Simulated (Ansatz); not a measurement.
`[CH3][Ta]([CH3])([CH3])=[O]`, one more setting.

```yaml
crystal:
  periodic: [false, false, false]
  atoms:
    - {symbol: C, position_ang: [-1.821678, 0.936915, 0.296306]}
    - {symbol: Ta, position_ang: [0.146830, 0.324992, -0.343547]}
    - {symbol: C, position_ang: [1.579772, 0.415312, 1.268191]}
    - {symbol: C, position_ang: [0.118766, -1.618806, -1.281926]}
    - {symbol: O, position_ang: [0.659634, 1.445007, -1.532461]}
    - {symbol: H, position_ang: [-2.370669, 0.089544, 0.727207]}
    - {symbol: H, position_ang: [-1.717203, 1.695981, 1.083803]}
    - {symbol: H, position_ang: [-2.427737, 1.375466, -0.500044]}
    - {symbol: H, position_ang: [1.964037, 1.420797, 1.456761]}
    - {symbol: H, position_ang: [1.145053, 0.027282, 2.198431]}
    - {symbol: H, position_ang: [2.439273, -0.220373, 1.015144]}
    - {symbol: H, position_ang: [-0.814602, -1.727478, -1.850652]}
    - {symbol: H, position_ang: [0.141291, -2.416302, -0.528036]}
    - {symbol: H, position_ang: [0.944334, -1.777437, -1.980379]}
basis:
  gaussian: {orbitals: def2-mTZVPP, nuclear_model: gaussian}
hamiltonian: {xc: {name: SVWN5}}
accuracy: high
```

```sh
$ ansatz run in.yaml --threads 4 --pin off --events-out ev --progress --plain --max-ram 11315MiB
```

Output, abridged:

```
Functional definition: SVWN5
3640 factors; integrals over basis functions are off by at most 1.1e-7 eV
mean field evaluation 1: about -6779.9430 eV, gradient 1.2e2 eV
mean field evaluation 2: about -6562.2560 eV, gradient 3.0e2 eV
mean field evaluation 4: about -6810.1891 eV, gradient 2.7e1 eV
mean field evaluation 8: about -6811.3933 eV, gradient 1.8e0 eV
mean field evaluation 16: about -6811.4009 eV, gradient 6.9e-4 eV
mean field -6811.40092552 eV, -250.3143670797 hartree, gradient 6.1e-8 eV, S^2 0.000000; 0 other end points of the search recorded, 0 dependent functions left out
reference -6811.40092997 eV, -250.3143672431 hartree; 24, 24 occupied and 138, 138 virtual orbitals, 3640 factors
Total energy: -6811.40092997 eV, -250.3143672431 hartree
```

Hardware: 4 threads of an Arm Neoverse V1 on a shared host. Wall time 4.9 s, peak host memory 0.74 GiB.
